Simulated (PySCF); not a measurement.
Species: C₆H₇N₂O (doublet state).
Cartesian coordinates in Å at the GFN2-xTB level; atoms count from 1:
```xyz
16
C6H7N2O angstrom
C      3.100    0.200    0.070
C      1.735    0.051    0.033
C      0.868    1.034   -0.537
N     -0.432    0.890   -0.571
C     -0.955   -0.226   -0.048
C     -2.444   -0.355   -0.109
O     -3.062    0.738   -0.722
C     -0.118   -1.202    0.521
N      1.179   -1.081    0.565
H      3.711   -0.562    0.515
H      3.574    1.073   -0.339
H      1.269    1.945   -0.962
H     -2.704   -1.275   -0.658
H     -2.838   -0.471    0.913
H     -2.354    1.355   -0.969
H     -0.536   -2.105    0.948
```

The hyperfine couplings belong to this conformer and change with its torsions.

The species is `n1c(cnc(CO)c1)[CH2]` [radical].

Level of theory: UKS B3LYP, pcH-1 on C H N O, non-relativistic, mean-field spin-orbit, GIAO in PySCF 2.14.0. Isolated species at its GFN2-xTB geometry (one conformer only). GFN2-xTB frequencies show an imaginary mode (105i cm⁻¹), so this geometry is no minimum at that level. Couplings are sensitive to structure, and on GFN2-xTB geometries they can be far from those on DFT ones. No stability test was run, so a lower SCF solution isn't excluded. ⟨S²⟩ is 0.781 where a pure state has 0.75.

Largest spin populations (Mulliken): C1 (+0.74), C5 (+0.29), C3 (+0.25) and C2 (-0.19). Four atoms exceed +0.15. The positive populations add up to 1.51 and the negative ones to -0.51, together 2S = 1. The angles at C1 add up to 360.0°, so it is planar; its axial dipolar tensor and the negative couplings of its protons fit spin in a p orbital normal to that plane.

(1) Test a(H) = Q·ρ(C) for the protons on planar carbons with a spin population beyond ±0.08.

(2) Leave H11 and its like out of the fit. How well does the relation then predict its coupling?

Results:

(1) 
```csv
H,C,ρ(C),a(H) (G),a/ρ (G)
H10,C1,+0.739,-16.17,-21.9
H11,C1,+0.739,-15.83,-21.4
H12,C3,+0.251,-6.18,-24.6
H16,C8,-0.114,+1.92,-16.9
```

A least-squares line through the origin gives Q = -21.7 G with Mulliken populations. In McConnell's picture π spin on carbon polarises the C–H bond and leaves opposite spin at the proton, which makes Q negative, as found here. Where ρ is negative the coupling is positive.

(2) The other protons give Q = -23.3 G, so a = -23.3 × 0.739 ≈ -17.20 G, against the computed -15.83 G.

Couplings in gauss use g_iso = 2.0027.
